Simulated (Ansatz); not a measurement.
Mulliken charges of CH5BFGaO (`CO[B](F)[GaH2]`) from ωB97M-V/def2-TZVPP in Ansatz (PBE0-D4/def2-TZVP geometry).

| atom | x (Å) | y (Å) | z (Å) | charge (e) |
| --- | --- | --- | --- | --- |
| C1 | -0.773 | -1.722 | 0.485 | -0.166 |
| O2 | -0.191 | -0.427 | 0.580 | -0.244 |
| B3 | 0.146 | 0.318 | -0.487 | 0.385 |
| F4 | -0.068 | -0.164 | -1.721 | -0.244 |
| Ga5 | 0.995 | 2.219 | -0.181 | -0.019 |
| H6 | -0.128 | -2.428 | 1.009 | 0.127 |
| H7 | -1.747 | -1.700 | 0.975 | 0.127 |
| H8 | -0.893 | -2.037 | -0.552 | 0.106 |
| H9 | 0.108 | 3.514 | -0.054 | -0.036 |
| H10 | 2.551 | 2.427 | -0.054 | -0.036 |

**Question.** By hand: the dipole of these point charges (1 e Å = 4.8032 D).

**Answer.** Σ q r = (-0.200, -0.444, 0.211) e Å, of length 0.531 e Å = 2.55 D.

**Question.** How does the dipole of the full density compare? (Estimate.)

**Answer.** Computed: (-0.165, -0.368, 0.103) e Å, 2.00 D; the point charges give 1.27 times that, at 9° from its direction.

Point charges leave out the atoms' own dipoles, such as those of lone pairs, and Mulliken's split depends on the basis, so the two needn't agree.
